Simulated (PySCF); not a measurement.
**Relaxation of triplet WO2**

Computed with UPBE0/[W def2-TZVP with ECP60, O def2-TZVP], scalar-relativistic core potentials, density fitting, no spin–orbit coupling, PySCF. A (50,194) grid was used.

A hand-made bent start, of C2v symmetry, held to at least that symmetry:

Coordinates in bohr (charge 0 multiplicity 3):
```
W     0.0000    0.0000   -0.2842
O     2.7399    0.0000    1.6342
O    -2.7399    0.0000    1.6342
```

(1) What does it relax to?

(2) How much energy is released, and in how many steps?

## Answers

(1) It ends at C2v with W–O 1.703 Å (×2); O–W–O 113.0°. A frequency run shows a minimum. Other isomers or separated fragments may lie lower.

(2) 25.8 kJ/mol in 4 steps.

Other spin states or occupations of the open shell can lie lower. No spin–orbit coupling is included, which matters more the heavier the element.

The relaxation took of the order of 50 core-seconds on a shared host.
